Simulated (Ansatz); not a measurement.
CH$_{7}$GaN$_{2}$ (`[CH3][Ga]([NH2])[NH2]`). The species carries charge 0 and has multiplicity 1. The structure was optimised at the PBE0-D4/def2-TZVP level. It is one conformer, not always the lowest.

```xyz
11

C     0.677    1.238    1.076
Ga   -0.067   -0.126   -0.115
N    -1.862   -0.301   -0.380
N     0.987   -1.298   -1.029
H     1.756    1.334    0.943
H     0.485    0.979    2.119
H     0.217    2.209    0.884
H    -2.281   -1.061   -0.888
H    -2.544    0.191    0.171
H     1.988   -1.218   -1.066
H     0.643   -1.947   -1.715
```

(1) What is the dipole moment at B3LYP/def2-TZVPP? (Estimate.)

(2) And with PBE, r2SCAN, ωB97M-V? (Estimate.)

(3) Give the Mulliken charges with B3LYP, ωB97M-V, r2SCAN in def2-TZVPP. (Estimate.)

Results:

(1) Ansatz gave: 0.17 D, with components (-0.06, -0.15, -0.06) D in this frame, pointing from negative to positive charge.

(2) Computed: PBE 0.23 D, r2SCAN 0.19 D, ωB97M-V 0.16 D.

(3) Computed: 
```csv
atom,B3LYP,ωB97M-V,r2SCAN
C1,-0.41,-0.49,-0.33
Ga2,0.44,0.49,0.47
N3,-0.41,-0.37,-0.46
N4,-0.40,-0.37,-0.46
H5,0.09,0.11,0.07
H6,0.09,0.11,0.07
H7,0.10,0.12,0.07
H8,0.12,0.10,0.14
H9,0.12,0.10,0.15
H10,0.12,0.10,0.14
H11,0.12,0.10,0.14
```

B3LYP here is the variant with VWN-RPA as its local correlation; programs differ in this.
